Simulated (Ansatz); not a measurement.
(1) Predict a relaxed structure of Ru2Pt2, charge 0, singlet, at r2SCAN-D4/def2-SVP (Ansatz).

Answers

(1) 
```xyz
4

Pt   -1.689   -0.989   -0.063
Pt    1.073    1.402    0.847
Ru   -0.109    0.551   -1.117
Ru    0.725   -0.964    0.332
```
Point group C2v (tolerance 0.1 Å). This is one stationary point.

In the def2 sets Pt, Ru take a core potential; there is no spin–orbit coupling. The restricted singlet is unstable towards broken spin symmetry at other levels; at r2SCAN-D4/def2-SVP this wasn't settled. At r2SCAN-D4/def2-SVP a quintet of charge 0 lies 1.04 eV below the restricted singlet, each at its own geometry. The structure comes from a short search, and lower isomers may exist.
